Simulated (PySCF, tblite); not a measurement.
Isomers of C7H8F3P. Computed with GFN2-xTB (tblite): harmonic, unscaled wavenumbers at the GFN2-xTB geometry, gas phase. Against measured fundamentals such values can be off by several per cent, at times by over 20. One conformer each.

Electronic energies: PBE0/pcSseg-1 single points on the GFN2-xTB geometries (PySCF, gas phase).

```
               SMILES  electronic energy, lowest = 0 (kcal/mol)
 C#CP(CC(F)(F)F)C1CC1                                      37.9
C=CC1=CCP(C(F)(F)F)C1                                       0.0
CC1C=CP(C(F)(F)F)C=C1                                       5.4
  C=CC1=CP1CCC(F)(F)F                                      29.2
```

**Question.** How do GFN2-xTB zero-point energies change the relative energies?

**Answer.** 
| SMILES | ZPE (kcal/mol) | of it from modes above 1550 cm⁻¹ | electronic (kcal/mol) | with ZPE, lowest = 0 (kcal/mol) | lowest mode (cm⁻¹) | rings |
| --- | --- | --- | --- | --- | --- | --- |
| C=CC1=CCP(C(F)(F)F)C1 | 83.0 | 39.3 | 0.0 | 0.0 | 34 | 1 |
| CC1C=CP(C(F)(F)F)C=C1 | 83.8 | 39.4 | 5.4 | 6.2 | 41 | 1 |
| C=CC1=CP1CCC(F)(F)F | 82.0 | 39.6 | 29.2 | 28.3 | 23 | 1 |
| C#CP(CC(F)(F)F)C1CC1 | 82.0 | 38.4 | 37.9 | 37.0 | 24 | 1 |

The zero-point energies span 1.8 kcal/mol, from `C=CC1=CP1CCC(F)(F)F` to `CC1C=CP(C(F)(F)F)C=C1`. The order is unchanged.

**Question.** And how do the electronic energies of GFN2-xTB itself compare?

**Answer.** `C=CC1=CCP(C(F)(F)F)C1` 0.0; `CC1C=CP(C(F)(F)F)C=C1` 1.8; `C=CC1=CP1CCC(F)(F)F` 37.2; `C#CP(CC(F)(F)F)C1CC1` 33.7 kcal/mol, lowest = 0. Against the energies above, taken from the same isomer `C=CC1=CCP(C(F)(F)F)C1`, the largest difference is 8.0 kcal/mol.
